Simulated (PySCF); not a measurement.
This PySCF input asks for the NMR shieldings of `CCC[P@@+](C)([AlH3-])C(F)(F)F`, C₅H₁₃AlF₃P; the geometry comes from GFN2-xTB.

```python
import basis_set_exchange as bse
import numpy as np
from pyscf import gto, dft
from pyscf.prop import nmr

atoms = """
C     2.333724    0.651493    0.241707
C     1.835476   -0.664745    0.819824
C     0.337599   -0.611311    1.119787
P    -0.663412   -0.051422   -0.321058
C    -2.357563   -0.184365    0.338590
Al   -0.617390    2.399645   -0.760930
C    -0.669696   -1.647784   -1.327438
F     0.512306   -1.883527   -1.905646
F    -1.585417   -1.578312   -2.300707
F    -0.966526   -2.733337   -0.594016
H     2.071413    1.482639    0.895011
H     3.413062    0.632564    0.115633
H     1.877460    0.833153   -0.735615
H     2.365436   -0.885107    1.749907
H     2.048375   -1.475622    0.119828
H     0.145555    0.137488    1.895617
H    -0.032139   -1.580301    1.471372
H    -2.487697   -1.065558    0.967699
H    -2.538786    0.723014    0.917873
H    -3.066769   -0.208387   -0.489617
H    -2.094474    2.492841   -1.280673
H    -0.432429    2.561687    0.801596
H     0.567141    2.682240   -1.728666
"""
names = dict.fromkeys(["C", "P", "Al", "F", "H"], "pcSseg-1")
basis = {el: gto.basis.parse(bse.get_basis(n, elements=[el], fmt="nwchem")) for el, n in names.items()}
mol = gto.M(atom=atoms, basis=basis, charge=0, verbose=0)
mf = dft.RKS(mol, xc="PBE0")
mf.grids.level = 2
mf.grids.alignment = dft.numint.BLKSIZE   # the property module wants whole blocks of grid points
mf.conv_tol = 1e-9
mf.kernel()

calc = nmr.RKS(mf)   # GIAO
C = mf.mo_coeff
Co = C[:, mf.mo_occ > 0]
resp = mf.gen_response(singlet=True, hermi=2)
def vind(x):   # induced exchange potential for any number of trial vectors
    d = np.einsum("pi,xij,qj->xpq", C, 2 * x.reshape(-1, C.shape[1], Co.shape[1]), Co, optimize=True)
    return np.einsum("xpq,pi,qj->xij", resp(d - d.transpose(0, 2, 1)), C, Co, optimize=True).ravel()
mo1, _ = nmr.rhf.solve_mo1(calc, with_cphf=vind)
sigma = calc.kernel(mo1)
for i, s in enumerate(sigma):   # ppm
    w = np.linalg.eigvalsh((s + s.T) / 2)
    print("%2d %-2s iso %8.1f  s11 %8.1f  s22 %8.1f  s33 %8.1f" % (i, mol.atom_pure_symbol(i), w.mean(), *w))
```

Problem. Give the expected output.

Solution. 
```
 0 C  iso    168.2  s11    161.2  s22    164.7  s33    178.8
 1 C  iso    164.9  s11    156.4  s22    166.3  s33    172.0
 2 C  iso    151.5  s11    134.6  s22    152.3  s33    167.7
 3 P  iso    351.1  s11    263.8  s22    336.7  s33    452.9
 4 C  iso    175.9  s11    168.4  s22    170.5  s33    188.8
 5 Al iso    424.0  s11    396.0  s22    425.7  s33    450.3
 6 C  iso     47.4  s11     40.6  s22     45.4  s33     56.2
 7 F  iso    242.5  s11    155.4  s22    241.4  s33    330.8
 8 F  iso    243.2  s11    159.6  s22    242.2  s33    328.0
 9 F  iso    247.5  s11    166.3  s22    246.0  s33    330.0
10 H  iso     30.4  s11     26.3  s22     29.1  s33     35.8
11 H  iso     30.3  s11     25.6  s22     27.3  s33     38.1
12 H  iso     29.7  s11     24.9  s22     30.2  s33     33.9
13 H  iso     29.8  s11     24.2  s22     27.6  s33     37.6
14 H  iso     29.9  s11     25.2  s22     29.7  s33     34.9
15 H  iso     29.7  s11     25.4  s22     28.7  s33     35.0
16 H  iso     29.2  s11     24.8  s22     28.8  s33     34.1
17 H  iso     30.2  s11     25.3  s22     28.4  s33     36.9
18 H  iso     30.0  s11     24.9  s22     28.2  s33     37.0
19 H  iso     29.9  s11     25.4  s22     27.3  s33     37.1
20 H  iso     27.6  s11     23.7  s22     27.1  s33     32.0
21 H  iso     27.6  s11     24.6  s22     27.2  s33     30.8
22 H  iso     27.6  s11     24.1  s22     27.0  s33     31.8
```

These numbers come from an equivalent density-fitted implementation of the same equations, which agrees with the script to about 0.01 ppm for H and up to a few tenths of a ppm for heavy atoms, so last digits may differ.

Size and cost of the density-fitted run: 249 basis functions, 49 s wall time on 1 thread of an Intel Xeon 6975P-C, shared host; peak memory 1.1 GiB.
